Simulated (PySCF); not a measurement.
Molfile (atoms numbered from 1):
```
C10H8Si
     RDKit          3D

 19 20  0  0  0  0  0  0  0  0999 V2000
   -3.1325    1.9518   -0.4255 C   0  0  0  0  0  0  0  0  0  0  0  0
   -2.3138    1.0842   -0.2008 C   0  0  0  0  0  0  0  0  0  0  0  0
   -1.3544    0.0601    0.0656 C   0  0  0  0  0  0  0  0  0  0  0  0
   -1.7805   -1.2122    0.4923 C   0  0  0  0  0  0  0  0  0  0  0  0
   -0.8623   -2.2203    0.7556 C   0  0  0  0  0  0  0  0  0  0  0  0
    0.5089   -1.9852    0.5995 C   0  0  0  0  0  0  0  0  0  0  0  0
    0.9551   -0.7377    0.1794 C   0  0  0  0  0  0  0  0  0  0  0  0
    0.0263    0.2936   -0.0905 C   0  0  0  0  0  0  0  0  0  0  0  0
    0.6160    1.5701   -0.5305 C   0  0  0  0  0  0  0  0  0  0  0  0
    1.9610    1.6349   -0.6340 C   0  0  0  0  0  0  0  0  0  0  0  0
    2.6675   -0.0289   -0.1519 Si  0  0  0  0  0  4  0  0  0  0  0  0
   -3.8601    2.7173   -0.6220 H   0  0  0  0  0  0  0  0  0  0  0  0
   -2.8502   -1.3944    0.6122 H   0  0  0  0  0  0  0  0  0  0  0  0
   -1.2158   -3.1999    1.0854 H   0  0  0  0  0  0  0  0  0  0  0  0
    1.2201   -2.7886    0.8100 H   0  0  0  0  0  0  0  0  0  0  0  0
   -0.0518    2.4084   -0.7548 H   0  0  0  0  0  0  0  0  0  0  0  0
    2.4678    2.5471   -0.9553 H   0  0  0  0  0  0  0  0  0  0  0  0
    3.4031   -0.7302   -1.2485 H   0  0  0  0  0  0  0  0  0  0  0  0
    3.5491   -0.0015    1.0554 H   0  0  0  0  0  0  0  0  0  0  0  0
  1  2  3  0
  2  3  1  0
  3  4  1  0
  4  5  2  0
  5  6  1  0
  6  7  2  0
  7  8  1  0
  8  9  1  0
  9 10  2  0
 10 11  1  0
  8  3  2  0
 11  7  1  0
  1 12  1  0
  4 13  1  0
  5 14  1  0
  6 15  1  0
  9 16  1  0
 10 17  1  0
 11 18  1  0
 11 19  1  0
M  END
```

Isolated molecule, single conformer, no relativistic terms, fast rotation and ring inversion assumed for equivalent nuclei. GIAO PBE/pcSseg-2 shieldings; geometry: PBE0-D3(BJ)/def2-SVP; PySCF.

Referencing at the same level of theory: $^{13}$C (σref 179.39) and $^{1}$H (σref 31.18) and $^{29}$Si (σref 323.43) against TMS.

| atoms | nucleus | count | δ (ppm) |
| --- | --- | --- | --- |
| C9 | $^{13}$C | 1 | 164.3 |
| C1 | $^{13}$C | 1 | 89.3 |
| Si11 | $^{29}$Si | 1 | -42.9 |
| H16 | $^{1}$H | 1 | 8.39 |
| C7 | $^{13}$C | 1 | 142.1 |
| C5 | $^{13}$C | 1 | 134.2 |
| C3 | $^{13}$C | 1 | ? |
| C6 | $^{13}$C | 1 | ? |
| H13 | $^{1}$H | 1 | 7.65 |
| H18/H19 | $^{1}$H | 2 | ? |
| C8 | $^{13}$C | 1 | 162.6 |
| H17 | $^{1}$H | 1 | ? |
| H15 | $^{1}$H | 1 | ? |
| C2 | $^{13}$C | 1 | 90.1 |
| H12 | $^{1}$H | 1 | ? |
| H14 | $^{1}$H | 1 | 7.31 |
| C4 | $^{13}$C | 1 | 143.3 |
| C10 | $^{13}$C | 1 | 135.7 |

Task: Fill in the missing shifts.

Result: 
- C6: 140.4 ppm, aromatic CH
- C3: 125.8 ppm, substituted aromatic carbon
- H15: 7.72 ppm, hydrogen on an aromatic CH; the ring current deshields protons in the ring plane
- H17: 6.51 ppm, hydrogen on an alkene CH; olefinic region
- H18/H19: 5.01 ppm, hydrogen on a silicon bonded to 2 C, in a 5-membered ring
- H12: 3.26 ppm, hydrogen on a terminal alkyne carbon; it lies on the axis of the triple bond, in its shielding cone

Shifts are as computed, not scaled to solution data. Of 1313 compounds with measured shifts, 239 miss one by over three times the rms of a fit or turn the order of signals round; such compounds aren't used in these exercises.
